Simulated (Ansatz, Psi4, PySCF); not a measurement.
Species: HS2O, charge 0, multiplicity 2. SMILES: OS[S]
Geometry: optimised at B3LYP-D3(BJ)/def2-TZVP (Ansatz, a program for electronic structure).

Quantity: size of the dipole moment, in D. Conventions: dispersion terms only where a functional's name holds one; non-relativistic; UHF or UKS for open shells; 6-311+G** with 5d, 6d on Na to Ar in Ansatz; spin-orbit terms left out; 6-31G* and kin with 6d, 5d where marked. First-principles rows: single points at B3LYP-D3(BJ) geometries (Ansatz).

| level | program | size of the dipole moment (D) |
|---|---|---|
| PBE/3-21G | Ansatz | 1.29 |
| PBE/6-311+G** | Ansatz | 0.74 |
| B3LYP/6-31G* | Ansatz | 0.85 |
| B3LYP/6-311+G** | Ansatz | 0.64 |
| M06-2X/6-311+G** | PySCF | 0.62 |
| wB97X-D/6-31G* | Psi4 | 0.86 |
| wB97X-D/6-311+G** | Psi4 | 0.65 |

No value to compare with is used here. The 7 habitual levels span 0.62 (M06-2X/6-311+G**) to 1.29 D (PBE/3-21G).

The levels are drawn from those run, B3LYP/6-31G* more often than the rest, none by its result; left out are runs that failed, that the program found above a lower state of the same kind, or whose <S^2> lies over 0.5 above the pure value.
